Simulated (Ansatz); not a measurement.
Reaction (formal exchange of groups at the Si–Ga bond): `[F][GaH][SiH3]` + `[F][AlH][SH]` → `[F][Al]([SiH3])[SH]` + `[F][GaH2]`

Computed with Ansatz on PBE0-D4/def2-TZVP structures; ΔE is electronic, products minus reactants. CCSD(T)/CBS is the MP2 limit (def2-TZVPP, def2-QZVPP) plus CCSD(T) − MP2 in def2-TZVPP, frozen cores. This one scheme is used for every species. DFT in def2-TZVPP. B3LYP here is the variant with VWN-RPA as its local correlation; programs differ in this. HSE06 is defined as in plane-wave codes. For Ga outer-core shells are correlated without core-valence functions, which leaves a few kJ/mol of doubt a bond. Scalar relativity is left out up to krypton. One conformer a species, not always the lowest.

```csv
level,ΔE (kcal/mol),difference from CCSD(T)/CBS
LDA (SPW92),1.5,-1.3
PBE-D4,1.8,-1.0
revPBE-D4,1.9,-0.9
BLYP-D4,3.0,0.2
B97M-V,3.2,0.4
PBE0-D4,1.7,-1.1
B3LYP-D4,2.8,0.0
r2SCANh-D4,2.2,-0.6
r2SCAN0-D4,2.2,-0.6
BHLYP-D4,2.8,0.0
CAM-B3LYP-D4,2.5,-0.3
ωB97X-V,2.1,-0.7
ωB97M-V,3.0,0.2
PBE-QIDH,2.0,-0.8
PBE,1.9,-0.9
revPBE,2.0,-0.8
BLYP,3.1,0.3
r2SCAN,2.3,-0.5
PBE0,1.9,-0.9
B3LYP,2.9,0.1
r2SCANh,2.3,-0.5
r2SCAN0,2.3,-0.5
HSE06,1.8,-1.0
BHLYP,2.8,0.0
CAM-B3LYP,2.7,-0.1
LC-ωPBE,1.7,-1.1
RPA@PBE/def2-TZVPP,2.3,-0.5
HF/def2-SVP,2.1,-0.7
MP2/def2-SVP,1.9,-0.9
CCSD/def2-SVP,1.8,-1.0
CCSD(T)/def2-SVP,1.7,-1.1
HF/def2-TZVPP,2.6,-0.2
MP2/def2-TZVPP,2.5,-0.3
SCS-MP2/def2-TZVPP,2.6,-0.2
CCSD(T)/def2-TZVPP,2.2,-0.6
HF/def2-QZVPP,2.5,-0.3
MP2/def2-QZVPP,2.9,0.1
SCS-MP2/def2-QZVPP,2.8,0.0
MP2/CBS(def2),3.2,0.4
CCSD/CBS(def2),2.9,0.1
CCSD(T)/CBS,2.8,0
```

Largest T1 diagnostic among the species: 0.014.

At CCSD(T), def2-SVP lies −1.1 kcal/mol from the extrapolated value and def2-TZVPP −0.6 kcal/mol. Leaving LDA and LC-ωPBE aside and taking each functional with its dispersion term where it has one, the values, not all of them listed here, spread over 1.5 kcal/mol, from HSE06-D4 to B97M-V.
